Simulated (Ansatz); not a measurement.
`C[N]=[Ta]([Cl])([Cl])[Cl]` → `[CH2]` (triplet) + `[NH]=[Ta]([Cl])([Cl])[Cl]` at 700 K and 1 bar (formal loss of a carbene).

Calculated with Ansatz (gas phase, PBE0-D4/def2-TZVP geometries, no zero-point term in ΔE). CBS: MP2 limit from def2 TZ/QZ plus the TZ coupled-cluster correction, frozen cores. This one scheme is used for every species. Triplets are unrestricted, without spin–orbit coupling. Elements past krypton have def2 core potentials. For Ta outer-core shells are correlated without core-valence functions, which leaves a few kJ/mol of doubt a bond. One conformer a species, not always the lowest.

```tsv
species	CCSD(T)/CBS energy (Eh)	H − E (kJ/mol)	S (J/(mol·K))
`C[N]=[Ta]([Cl])([Cl])[Cl]`	-1531.01606	205.3	535.4
`[CH2]` (triplet)	-39.09499	70.4	226.8
`[NH]=[Ta]([Cl])([Cl])[Cl]`	-1491.75728	113.9	464.4
```

H − E and S are ideal-gas, rigid-rotor, harmonic terms from PBE0-D4/def2-TZVP, for one conformer and one mirror image of each species, with the whole ground term of open shells counted as degenerate. 1 Eh = 2625.50 kJ/mol, R = 8.31446 J/(mol·K).

Q: By hand: ΔE, ΔH, ΔS and ΔG.

A: ΔE = (-39.09499) + (-1491.75728) − (-1531.01606) = 0.16379 Eh = 430.0 kJ/mol. Δ(H − E) = 70.4 + 113.9 − 205.3 = -21.0, so ΔH = 409.0 kJ/mol. ΔS = 226.8 + 464.4 − 535.4 = 155.8 J/(mol·K). ΔG = 409.0 − 700 × (155.8)/1000 = 299.9 kJ/mol.

Q: By hand: the equilibrium constant, and the temperature at which ΔG would vanish if ΔH and ΔS stayed fixed.

A: log₁₀ K = −ΔG/(RT ln 10) = -22.4. ΔG = 0 at ΔH/ΔS = 2625 K, far beyond where these terms or the molecules hold.

The number of gas molecules changes by +1, which sets the sign of ΔS. A doubt of 5 kJ/mol in ΔE shifts log₁₀ K by 0.4 here. Other conformers and mirror images would add mixing entropy, several J/(mol·K) or more a flexible species. Modes under 60 cm⁻¹, often nearly free rotors, make the harmonic entropy too high. A triplet takes part, so the spin changes. These are equilibria of isolated gas molecules and say nothing of rates. Largest T1 diagnostic: 0.017 (customary marks: 0.02 for closed shells, 0.045 for open ones).
